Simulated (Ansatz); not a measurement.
Input for Ansatz (an electronic-structure program): R-SVWN5/def2-TZVPP on CrF4O (SMILES [O]=[Cr]([F])([F])([F])[F]).

Ansatz 0.2 input:
```yaml
crystal:
  periodic: [false, false, false]
  atoms:
    - {symbol: Cr, position_ang: [0.04755362, -0.00047886, 0.00000880]}
    - {symbol: F, position_ang: [-0.40466187, 0.00954369, 1.67102301]}
    - {symbol: F, position_ang: [-0.40385858, -0.00206157, -1.67125387]}
    - {symbol: O, position_ang: [1.57016733, -0.01409663, 0.00041421]}
    - {symbol: F, position_ang: [-0.38964418, 1.67455862, -0.00586350]}
    - {symbol: F, position_ang: [-0.41955633, -1.66736525, 0.00567136]}
basis:
  gaussian:
    orbitals: def2-TZVPP
hamiltonian:
  xc: {name: SVWN5}
scf: {lower_state_search: off}
```

Program output:

```
WARN ansatz: RAYON_NUM_THREADS=4 ignored (pool sized by the plan → 4); use --threads N
Functional definition: SVWN5
these checks for a lower state are left out or cut short: stability, starts, cluster_reference, orbital_swaps, neighbouring_geometries, increment
integrals: 0.15 GiB planned
1194 factors; their error is unknown
mean field: 1.01 GiB planned
mean field evaluation 1: about -41187.1891 eV, gradient 1.1e2 eV
mean field evaluation 2: about -40651.0721 eV, gradient 6.1e2 eV
mean field evaluation 4: about -41193.0341 eV, gradient 9.1e1 eV
mean field evaluation 8: about -41203.0563 eV, gradient 2.3e0 eV
mean field evaluation 16: about -41203.0548 eV, gradient 9.3e-3 eV
mean field -41203.05482811 eV, -1514.1843364995 hartree, gradient 7.5e-6 eV, S^2 0.000000; 0 other end points of the search recorded, 0 dependent functions left out
reference -41203.05487920 eV, -1514.1843383768 hartree; 34, 34 occupied and 185, 185 virtual orbitals, 1194 factors
Total energy: -41203.05487920 eV, -1514.1843383768 hartree
Checks for a lower state left out: stability, starts, cluster_reference, orbital_swaps, neighbouring_geometries, increment
```

The run converged.

Cost: around 4 core-seconds (rough).
